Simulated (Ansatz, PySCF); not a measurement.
Spin states of H2O2Os (SMILES [OH][Os][OH]), each relaxed with B3LYP-D3(BJ)/def2-TZVP.
State 1 (charge 0, multiplicity 3):
```xyz
5

Os     0.09176    -0.28563     0.05491
O      1.50283    -0.05542    -1.12073
H      1.67864     0.74375    -1.63248
O     -1.32573    -0.51687     1.22253
H     -2.00127     0.14402     1.41855
```
State 2 (charge 0, multiplicity 5):
```xyz
5

Os     0.08693    -0.26914     0.05229
O      1.40644    -0.08094    -1.32542
H      1.83182     0.75185    -1.55114
O     -1.25587    -0.39178     1.41480
H     -2.12309     0.01987     1.35227
```

Singlets are restricted, other states unrestricted; no spin–orbit coupling, no relativity up to Kr; see below for the cores. The largest T1 diagnostic is 0.028.

Run with Ansatz (Gaussian basis) for Hartree–Fock, density functionals and correlated methods; PySCF for the dispersion terms. Values without a source in brackets are computed. In def2 rows elements past Kr take small-core potentials, without spin–orbit coupling.

Q: One of these levels gives 10.00 kcal/mol for the energy of the multiplicity-5 state less that of the multiplicity-3 state. Which one is it?
(A) r2SCAN-D4/def2-TZVPP
(B) BLYP-D3(BJ)/def2-TZVPP
(C) SVWN5/def2-TZVPP
(D) PBE-D3(BJ)/def2-TZVPP

A: C, SVWN5/def2-TZVPP. The others give 6.95 (PBE-D3(BJ)/def2-TZVPP), 8.94 (BLYP-D3(BJ)/def2-TZVPP), -0.15 (r2SCAN-D4/def2-TZVPP)

Ansatz is a quantum-chemistry and plane-wave program.
